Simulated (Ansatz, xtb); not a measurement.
Diatomic ZnH+, closed-shell singlet (lowest of 2S+1 = 1, 3 at CCSD(T)/def2-TZVPP on PBE0 minima; our sources give no spin for the ground state, which may be another). No spin–orbit coupling. Zn is treated without relativity.

Constants: fifth-degree fit in 1/R to seven points, most abundant isotopes. Runs in def2 and cc sets follow the lowest solution found near the PBE0 minimum. The singlet is held restricted. HF and MP2 rows in def2 and cc sets belong to the determinant that coupled cluster picked by its CCSD energy.

Correlated levels freeze the inner cores; with def2 sets outer-core shells near the valence are correlated too. CBS: X⁻³ extrapolation of the correlation energy, Hartree–Fock from the larger set.

The values were computed with Ansatz (Gaussian basis) for Hartree–Fock, density functionals and correlated methods; xtb for the GFN methods. Each number belongs to the level named beside it.

```tsv
level	r_e (Å)	ω_e (cm⁻¹)	ω_e x_e (cm⁻¹)
GFN2-xTB	1.506	…	38
HF/def2-TZVPP	1.546	1972	25
B97M-V/def2-TZVPP	1.533	1861	32
wB97M-V/def2-TZVPP	1.520	1962	30
MP2/def2-TZVPP	1.493	2029	36
MP2/def2-QZVPP	1.485	2113	46
CCSD(T)/def2-QZVPP	1.515	1951	48
CCSD(T)/CBS(def2-TZVPP, def2-QZVPP)	…	…	53
```

**Question.** Some entries are withheld; supply them.

**Answer.** 
- CCSD(T)/CBS(def2-TZVPP, def2-QZVPP), r_e (Å): 1.510
- CCSD(T)/CBS(def2-TZVPP, def2-QZVPP), ω_e (cm⁻¹): 1999
- GFN2-xTB, ω_e (cm⁻¹): 1573

Ansatz is a first-principles code.
